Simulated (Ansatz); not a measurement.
Reaction (ligand exchange at a B–Br bond): `NB(Cl)Br` + `BO` → `BOB(N)Cl` + HBr

Program: Ansatz. Geometries: PBE0-D4/def2-TZVP. ΔE: electronic, gas phase. CCSD(T)/CBS is the MP2 limit (def2-TZVPP, def2-QZVPP) plus CCSD(T) − MP2 in def2-TZVPP, frozen cores. This one scheme is used for every species. DFT in def2-TZVPP. For Br outer-core shells are correlated without core-valence functions, which leaves a few kJ/mol of doubt a bond. Scalar relativity is left out up to krypton. Each species was taken in one conformer, which may not be the lowest.

Q: Is it downhill or uphill in electronic energy at CCSD(T)/CBS, and by how much? (Estimate.)

A: Computed: Downhill: ΔE = -21.6 kJ/mol.

Q: What do these levels give: B97M-V, r2SCAN, r2SCANh, MP2/def2-TZVPP, SCS-MP2/def2-TZVPP, CCSD/CBS(def2)? (Estimate.)

A: Computed: B97M-V -27.7, r2SCAN -21.8, r2SCANh -22.7, MP2/def2-TZVPP -16.0, SCS-MP2/def2-TZVPP -20.6, CCSD/CBS(def2) -24.6 kJ/mol.

Largest T1 diagnostic among the species: 0.014.

Leaving LDA and LC-ωPBE aside and taking each functional with its dispersion term where it has one, the values, not all of them listed here, spread over 18.3 kJ/mol, from BHLYP-D4 to revPBE-D4. LDA lies −8.6 kJ/mol from PBE without D4. In def2-TZVPP, CCSD(T) changes the Hartree–Fock value by +17.1 kJ/mol (the triples alone add +3.0 kJ/mol) and MP2 by +24.3 kJ/mol.
